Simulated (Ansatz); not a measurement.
Computed with Ansatz on PBE0-D4/def2-TZVP structures; ΔE is electronic, products minus reactants. CBS: MP2 limit from def2 TZ/QZ plus the TZ coupled-cluster correction, frozen cores. This one scheme is used for every species. Functionals use def2-TZVPP. B3LYP here is the variant with VWN-RPA as its local correlation; programs differ in this. def2 core potentials past Kr. For Zr outer-core shells are correlated without core-valence functions, which leaves a few kJ/mol of doubt a bond. One conformer a species, not always the lowest.

Reaction (ligand exchange at a Zr–F bond): `[OH][Zr]([F])([F])[SH]` + HCl → `[OH][Zr]([F])([SH])[Cl]` + H–F

`[OH][Zr]([F])([F])[SH]`:

Cartesian coordinates in Å:
```
O -1.478 0.333 -0.054
Zr 0.350 0.114 -0.515
F 0.557 -1.049 -2.004
F 1.153 1.773 -0.979
S 1.492 -0.838 1.440
H -2.413 0.517 -0.022
H 0.338 -0.850 2.133
```

HCl:

Z-matrix (Å, degrees):
```
Cl
H 1 1.279
```

`[OH][Zr]([F])([SH])[Cl]`:

```xyz
7

O     0.775   -1.468    0.791
Zr    0.241    0.019   -0.241
F    -0.003   -0.423   -2.069
S    -1.895    0.726    0.703
Cl    1.808    1.767   -0.114
H     1.152   -2.222    1.237
H    -2.079    1.601   -0.306
```

H–F:

```xyz
2

F     0.370    0.147    0.230
H    -0.370   -0.147   -0.230
```

| level | ΔE (kJ/mol) | difference from CCSD(T)/CBS |
| --- | --- | --- |
| B3LYP-D4 | 15.1 | 8.4 |
| ωB97X-V | 20.1 | 13.4 |
| ωB97M-V | 16.5 | 9.8 |
| PBE | 18.5 | 11.8 |
| r2SCAN | 16.2 | 9.5 |
| PBE0 | 12.3 | 5.6 |
| B3LYP | 20.3 | 13.6 |
| MP2/def2-TZVPP | 3.4 | -3.3 |
| SCS-MP2/def2-TZVPP | 9.8 | 3.1 |
| CCSD/def2-TZVPP | 11.9 | 5.2 |
| CCSD(T)/def2-TZVPP | 9.8 | 3.1 |
| HF/def2-QZVPP | 14.2 | 7.5 |
| MP2/def2-QZVPP | 1.9 | -4.8 |
| SCS-MP2/def2-QZVPP | 8.3 | 1.6 |
| HF/CBS(def2) | 14.3 | 7.6 |
| CCSD/CBS(def2) | 8.7 | 2.0 |
| CCSD(T)/CBS | 6.7 | 0 |

Largest T1 diagnostic among the species: 0.017.

In def2-TZVPP, CCSD(T) changes the Hartree–Fock value by −3.3 kJ/mol (the triples alone add −2.1 kJ/mol) and MP2 by −9.8 kJ/mol. From PBE to PBE0 (25 % exact exchange), in def2-TZVPP and without D4, ΔE moves by −6.2 kJ/mol. The D4 term adds −5.2 kJ/mol with B3LYP and −2.9 kJ/mol with PBE0; it sums over pairs of atoms, weighted by their polarisabilities, and B3LYP, whose exchange is more repulsive, gets the larger term.
